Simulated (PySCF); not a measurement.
## Electron correlation in Ar+ (argon, charge +1)

[Ne] 3s1 3p6, 2S determinant (an excited configuration). All numbers are calculated (PySCF 2.14, no relativity, point nucleus, in aug-cc-pV(T+d)Z with one added diffuse shell each of s, p, d, f type (7s6p5d3f, 71 functions)). Frozen: [Ne]; 7 electrons correlated.

```csv
level,correlation energy (mhartree)
CCSD,-356.78
(T),-35.86
CCSD(T),-392.64
```

Diagnostics: T1 = 0.013, D1 = 0.0285, largest double amplitude 0.164.

A double-excitation amplitude exceeds 0.15, a sign of near-degeneracy.

Cost of the coupled-cluster step: about 8 core-seconds, for 7 correlated electrons.

Iterations:

```
CC2 = 0
CCSD nocc = (np.int64(4), np.int64(3)), nmo = (66, 66)
frozen orbitals [[0, 1, 2, 3, 4], [0, 1, 2, 3, 4]]
max_cycle = 100
direct = 0
conv_tol = 1e-08
conv_tol_normt = 1e-06
diis_space = 8
diis_start_cycle = 0
Init t2, MP2 energy = -0.273119877152589
Init E_corr(UCCSD) = -0.273119877163816
cycle = 1  E_corr(UCCSD) = -0.312259619301283  dE = -0.0391397421  norm(t1,t2) = 0.146766
cycle = 2  E_corr(UCCSD) = -0.332785841743808  dE = -0.0205262224  norm(t1,t2) = 0.0913033
cycle = 3  E_corr(UCCSD) = -0.358952101751475  dE = -0.02616626  norm(t1,t2) = 0.0546714
cycle = 4  E_corr(UCCSD) = -0.354673457888169  dE = 0.00427864386  norm(t1,t2) = 0.00616009
cycle = 5  E_corr(UCCSD) = -0.356466512212991  dE = -0.00179305432  norm(t1,t2) = 0.00494175
cycle = 6  E_corr(UCCSD) = -0.356864960833054  dE = -0.00039844862  norm(t1,t2) = 0.0011155
cycle = 7  E_corr(UCCSD) = -0.356820226674421  dE = 4.47341586e-05  norm(t1,t2) = 0.00032426
cycle = 8  E_corr(UCCSD) = -0.35677757406333  dE = 4.26526111e-05  norm(t1,t2) = 0.000134795
cycle = 9  E_corr(UCCSD) = -0.356780139090403  dE = -2.56502707e-06  norm(t1,t2) = 2.38143e-05
cycle = 10  E_corr(UCCSD) = -0.356778819639239  dE = 1.31945116e-06  norm(t1,t2) = 6.07257e-06
cycle = 11  E_corr(UCCSD) = -0.356778599795939  dE = 2.198433e-07  norm(t1,t2) = 1.08621e-06
cycle = 12  E_corr(UCCSD) = -0.356778677883262  dE = -7.80873235e-08  norm(t1,t2) = 3.15353e-07
cycle = 13  E_corr(UCCSD) = -0.356778676687103  dE = 1.19615895e-09  norm(t1,t2) = 5.87488e-08
UCCSD converged
E(UCCSD) = -525.953807016911  E_corr = -0.3567786766871031
UCCSD(T) correction = -0.0358589213038359
```
